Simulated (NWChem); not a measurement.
System: C$_{3}$H$_{6}$O$_{2}$Si; SMILES O=C[C@H]1CO[SiH2]1

Excerpt of the output:

```
             Northwest Computational Chemistry Package (NWChem) 7.3.0
             --------------------------------------------------------

                             Geometry "geometry" -> ""
                             -------------------------

 Output coordinates in angstroms (scale by  1.889725989 to convert to a.u.)

  No.       Tag          Charge          X              Y              Z
 ---- ---------------- ---------- -------------- -------------- --------------
    1 O                    8.0000     0.15431700    -2.71968800    -0.04422600
    2 C                    6.0000    -0.24101000    -1.63898300     0.33818400
    3 C                    6.0000    -0.27974500    -0.39962700    -0.49552000
    4 C                    6.0000    -1.32281000     0.68439300    -0.09284100
    5 O                    8.0000    -0.48532800     1.81993000     0.27908400
    6 Si                  14.0000     0.94970100     0.99602500    -0.02320500
    7 H                    1.0000    -0.59011300    -1.50079600     1.38964700
    8 H                    1.0000    -0.27020700    -0.65469100    -1.55834500
    9 H                    1.0000    -1.93613100     0.38672300     0.76670300
   10 H                    1.0000    -1.98139800     0.96602600    -0.92034600
   11 H                    1.0000     1.77883100     1.54392100    -1.12835000
   12 H                    1.0000     1.81045300     0.77205200     1.16789900

 Effective nuclear repulsion energy (a.u.)     290.0569151799

  pbe96 is a nonlocal functional; adding pw91lda local functional.
                              NWChem Property Module
                              ----------------------

                                 NWChem DFT Module
                                 -----------------

 Summary of "ao basis" -> "ao basis" (spherical)
 ------------------------------------------------------------------------------
       Tag                 Description            Shells   Functions and Types
 ---------------- ------------------------------  ------  ---------------------
 O                         def2-svpd                 9       23   4s3p2d
 C                         def2-svpd                 8       20   4s2p2d
 Si                        def2-svpd                10       24   5s3p2d
 H                         def2-svpd                 4        8   2s2p

            General Information
            -------------------
          SCF calculation type: DFT
          Wavefunction type:  closed shell.
          No. of atoms     :    12
          No. of electrons :    54
           Alpha electrons :    27
            Beta electrons :    27
          Charge           :     0
          Spin multiplicity:     1
          Use of symmetry is: off; symmetry adaption is: off
          Maximum number of iterations: 150
          AO basis - number of functions:   178
                     number of shells:    76
          Convergence on energy requested:  1.00D-06
          Convergence on density requested:  1.00D-05
          Convergence on gradient requested:  5.00D-04

              XC Information
              --------------
          PerdewBurkeErnzerhof Exchange Functional  1.000
            Perdew 1991 LDA Correlation Functional  1.000 local
           PerdewBurkeErnz. Correlation Functional  1.000 non-local

             Grid Information
             ----------------
          Grid used for XC integration:  medium
          Radial quadrature: Mura-Knowles
          Angular quadrature: Lebedev.
          Tag              B.-S. Rad. Rad. Pts. Rad. Cut. Ang. Pts.
          ---              ---------- --------- --------- ---------
          O                   0.60       49          13.0       434
          C                   0.70       49          12.0       434
          Si                  1.10       88          12.0       590
          H                   0.35       45          13.0       434
          Grid pruning is: on
          Number of quadrature shells:   603
          Spatial weights used:  Erf1

      Superposition of Atomic Density Guess
      -------------------------------------

 Sum of atomic energies:        -553.99827819

      Non-variational initial energy
      ------------------------------

 Total energy =    -557.114339
 1-e energy   =   -1337.402150
 2-e energy   =     490.230895
 HOMO         =      -0.327846
 LUMO         =      -0.029905

------------------------------------------------------------
EAF file 0: "./job.aoints.0" size=764411904 bytes
------------------------------------------------------------
               write      read    awrite     aread      wait
               -----      ----    ------     -----      ----
     calls:     1458         0         0         0         0
   data(b): 7.64e+08  0.00e+00  0.00e+00  0.00e+00
   time(s): 0.00e+00  0.00e+00  0.00e+00  0.00e+00  0.00e+00
rate(mb/s): 0.00e+00  0.00e+00
------------------------------------------------------------

[...]

 DFT Linear Response polarizability / au
 Frequency  =       0.0000000 / au
              X              Y              Z
 -----------------------------------------------
 X      67.8514119      2.6457884     -1.3259809
 Y       2.6458009     79.9424750     -1.1977606
 Z      -1.3260047     -1.1977076     61.0741004
 -----------------------------------------------
 Eigenvalues =      67.4668753     80.6033018     60.7978102
 Isotropic   =      69.6226624
 Anisotropic =      17.4542206
 -----------------------------------------------

 Magnetic Dipole Response Matrix (nonzero elements):

 Exiting AOResponse driver routine
```

Level: PBE/def2-SVPD. Geometry: optimised at B3LYP/6-31G* (spherical d).

Question: Reconstruct the input file.

Answer: This is not unique; one that fits is the input that was run:
```
start job
memory heap 200 mb stack 900 mb global 1100 mb
geometry units angstroms noautosym nocenter noautoz
  O      0.154317    -2.719688    -0.044226
  C     -0.241010    -1.638983     0.338184
  C     -0.279745    -0.399627    -0.495520
  C     -1.322810     0.684393    -0.092841
  O     -0.485328     1.819930     0.279084
  Si     0.949701     0.996025    -0.023205
  H     -0.590113    -1.500796     1.389647
  H     -0.270207    -0.654691    -1.558345
  H     -1.936131     0.386723     0.766703
  H     -1.981398     0.966026    -0.920346
  H      1.778831     1.543921    -1.128350
  H      1.810453     0.772052     1.167899
end
basis spherical
  * library def2-svpd
end
dft
  xc xpbe96 cpbe96
  iterations 150
  semidirect filesize 400000000
end
property
  response 1 0.0
end
task dft property
```
